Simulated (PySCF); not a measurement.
## Spinor energies of Fe¹³⁺ (iron, charge +13)

Start: [Ne] 3s2 3p1; 3p3/2 filled at m_j = +3/2. Calculated with PySCF 2.14 in an uncontracted even-tempered set (19 s from 1 bohr⁻², ratio 2.4; 13 p from 1.3 bohr⁻², ratio 2.4; 5 d from 5.4 bohr⁻², ratio 2.6; 4 f from 8.2 bohr⁻², ratio 2.6): generalised Hartree-Fock with the X2C-1e Hamiltonian and a Gaussian nucleus; one run each with spin-orbit coupling (SO) screened by Boettger's factors, then bare. This is a chosen level, not necessarily the ground level.

```json
{"spinor shell": "1s1/2", "electrons": "2", "ε, screened SO (eV)": "-7575.6", "ε, bare SO (eV)": "-7575.6", "weight of nominal j (bare SO)": "1.000", "rms radius, bare SO (bohr)": "0.0674"}
{"spinor shell": "2s1/2", "electrons": "2", "ε, screened SO (eV)": "-1266.9", "ε, bare SO (eV)": "-1266.9", "weight of nominal j (bare SO)": "1.000", "rms radius, bare SO (bohr)": "0.284"}
{"spinor shell": "2p1/2", "electrons": "2", "ε, screened SO (eV)": "-1141.9", "ε, bare SO (eV)": "-1142.6", "weight of nominal j (bare SO)": "0.998", "rms radius, bare SO (bohr)": "0.255"}
{"spinor shell": "2p3/2", "electrons": "4", "ε, screened SO (eV)": "-1129.7", "ε, bare SO (eV)": "-1129.3", "weight of nominal j (bare SO)": "0.999", "rms radius, bare SO (bohr)": "0.257"}
{"spinor shell": "3s1/2", "electrons": "2", "ε, screened SO (eV)": "-422.10", "ε, bare SO (eV)": "-422.11", "weight of nominal j (bare SO)": "1.000", "rms radius, bare SO (bohr)": "0.741"}
{"spinor shell": "3p3/2", "electrons": "1", "ε, screened SO (eV)": "-388.89", "ε, bare SO (eV)": "-388.83", "weight of nominal j (bare SO)": "1.000", "rms radius, bare SO (bohr)": "0.743"}
```

| quantity | screened SO | bare SO |
| --- | --- | --- |
| E (hartree) | -1197.14872 | -1197.14954 |
| M_J | 3/2 | 3/2 |
| ⟨J²⟩ | 3.753 | 3.753 |
| ⟨L²⟩ | 2.002 | 2.002 |
| ⟨S²⟩ | 0.751 | 0.751 |

Each row is a mean over spinors that exchange with the open shell spreads, by up to 7.877 eV (3s1/2).
